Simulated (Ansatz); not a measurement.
**Abstraction of Br: C2HBrF2 + C2H5Si → C2HF2 + C2H5BrSi**

Species: C2HBrF2 `F/C=C(\F)Br`, singlet; C2H5Si `C=C[SiH2]`, doublet; C2HF2 `F/[C]=C\F`, doublet; C2H5BrSi `C=C[SiH2]Br`, singlet. A radical takes Br: the energy is the difference in strength between the C–Br bond broken and the Si–Br bond made.

Shapes, held fixed at every level: PBE0-D4/def2-TZVP. Flexible molecules stand in one conformer, not always the lowest. Programs: Ansatz 0.2.0. Electronic energies: no zero-point or thermal term.

```json
{"level": "PBE-D4/def2-TZVPP", "kind": "GGA", "ΔE (kJ/mol)": "-32.7"}
{"level": "r2SCAN-D4/def2-TZVPP", "kind": "meta-GGA", "ΔE (kJ/mol)": "-47.8"}
{"level": "B3LYP-D4/def2-TZVPP", "kind": "global hybrid", "ΔE (kJ/mol)": "-47.3"}
{"level": "PBE0-D4/def2-TZVPP", "kind": "global hybrid", "ΔE (kJ/mol)": "-44.2"}
{"level": "wB97M-V/def2-TZVPP", "kind": "range-separated hybrid", "ΔE (kJ/mol)": "-52.6"}
{"level": "wB97X-V/def2-TZVPP", "kind": "range-separated hybrid", "ΔE (kJ/mol)": "-53.7"}
{"level": "B2PLYP/def2-TZVPP", "kind": "double hybrid", "ΔE (kJ/mol)": "-50.2"}
```

B2PLYP/def2-TZVPP gives ΔE = -50.2 kJ/mol; the levels span -53.7 to -32.7. The median of the levels is -47.8. No measured value is set beside it here. Spin contamination: C2H5Si (⟨S²⟩ up to 0.90), C2HF2 (⟨S²⟩ up to 0.94). Open shells run unrestricted. Relativity is left out for Br. Outer-core shells of Br are correlated, in sets that cover them unevenly.
